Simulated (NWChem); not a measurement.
TiNH$_{2}$OF; SMILES [NH2][Ti](=[O])[F]

```xyz
6

Ti     0.0558    -0.0502     0.1072
O      1.6448     0.1389    -0.0946
F     -0.6390    -1.6994    -0.0851
N     -0.8936     1.5850    -0.0677
H     -1.9150     1.6914    -0.1190
H     -0.4648     2.5011    -0.2437
```
Atoms are numbered in this order, from 1.

Results from NWChem. Medium grid unless said otherwise, to which SCAN and Minnesota functionals are sensitive. Coordinates come from a PBE-D3(BJ)/def2-SVP optimisation. B3LYP is NWChem's, with the RPA form of VWN correlation. Total energies of different functionals are on different scales.

| level | energy (Ha) | highest occupied level (eV) | orbital gap (eV) | dipole (D) |
|---|---|---|---|---|
| B3LYP/def2-SVP | -1080.3586 | -7.63 | 4.84 | 3.60 |
| PBE/def2-SVP | -1079.9084 | -6.42 | 3.15 | 3.48 |
| LDA (Slater exchange, VWN5)/def2-SVP | -1076.7253 | -6.62 | 3.10 | 3.58 |
| revPBE/def2-SVP | -1080.1924 | -6.36 | 3.22 | 3.45 |
| LDA (Slater exchange, PW92)/def2-SVP | -1076.7091 | -6.61 | 3.10 | 3.58 |
| Hartree-Fock/def2-SVP | -1078.1238 | -11.49 | 11.96 | 3.99 |
| LC-BLYP (range parameter 0.33 per bohr)/def2-SVP | -1079.6783 | -10.24 | 9.67 | 3.50 |
| LC-wPBE (HJS exchange hole, range parameter 0.4 per bohr)/def2-SVP | -1079.9733 | -10.77 | 10.67 | 3.52 |
| M06/def2-SVP | -1080.2052 | -8.05 | 5.61 | 3.65 |
| PBE0/def2-SVP | -1079.8993 | -7.93 | 5.48 | 3.64 |
| MPW1K/def2-SVP | -1080.2572 | -9.05 | 7.19 | 3.75 |
